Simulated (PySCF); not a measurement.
F₂Zr, neutral, multiplicity 3. Atoms are numbered in the order given.

```xyz
3

Zr     0.0000     0.0000     0.2320
F      0.0000    -1.7571    -0.5155
F      0.0000     1.7571    -0.5155
```
Charge 0, spin multiplicity 3.

Geometry: PBE0-D3(BJ)/def2-TZVP. The multiplicity is an assumed one; other spin states were not compared. The def2 effective core potentials stand for the cores of Zr; spin–orbit coupling is left out.

Level of theory: ωB97X/def2-TZVPD (PySCF).

Gas-phase values at a fixed geometry.

Computed frontier levels, dipole moment and polarisability:
| Property | Result |
|---|---|
| α spin, highest occupied and lowest empty level | -7.08 and 0.03 eV |
| β spin, highest occupied and lowest empty level | -13.82 and 0.03 eV |
| dipole moment | 1.51 D |
| quadrupole, principal values (traceless, Buckingham form, about the centre of nuclear charge) | -9.32, 4.38, 4.94 D·Å |
| mean static polarisability | 72.3 bohr³ (10.72 Å³) |
| polarisability, principal values | 51.2, 79.8, 86.0 bohr³ |
| ⟨S²⟩ | 2.001 (pure state 2.00) |
